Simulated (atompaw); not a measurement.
**u(r) = r·R(r): atom against pseudo-atom (Sc (Z = 21))**

Columns: radius, all-electron u(r) and pseudo u(r) of the 4p shell (level -6.47 eV) of scandium in the configuration [Ne] 3s2 3p6 3d1 4s1 4p0; LDA (PW92), scalar-relativistic, PAW (atompaw) scheme, atompaw 4.2.0.5.

```
r (bohr)  all-electron   pseudo
   0.090        0.0927  -0.0096
   0.181        0.1427  -0.0374
   0.271        0.1043  -0.0789
   0.362        0.0214  -0.1288
   0.452       -0.0680  -0.1793
   0.542       -0.1449  -0.2242
   0.633       -0.2014  -0.2583
   0.723       -0.2345  -0.2772
   0.813       -0.2467  -0.2798
   0.904       -0.2411  -0.2665
   0.994       -0.2213  -0.2399
   1.085       -0.1906  -0.2028
   1.175       -0.1525  -0.1594
   1.265       -0.1092  -0.1123
   1.356       -0.0623  -0.0632
   1.446       -0.0143  -0.0144
   1.537        0.0345   0.0345
   1.627        0.0822   0.0822
   1.717        0.1285   0.1285
   1.808        0.1735   0.1735
   1.898        0.2158   0.2158
   1.988        0.2557   0.2557
   2.079        0.2934   0.2934
   2.169        0.3279   0.3279
   2.260        0.3600   0.3600
   2.350        0.3890   0.3890
```

(1) How many radial nodes do the two functions have?

(2) At about which radius was the pseudo-wave matched?

(3) Is the pseudo-wave norm-conserving?

Answers

(1) The all-electron 4p function has n − l − 1 = 2; the pseudo-wave has 1, since 1 lower shell of the same l stays in the valence.

(2) 1.60 bohr. The columns agree to 0.0005 from 1.45 bohr on; several derivatives are matched, so the curves merge somewhat inside the radius.

(3) No, it belongs to a PAW set: the norm inside the radius is not constrained, and the difference is carried by the augmentation charge.
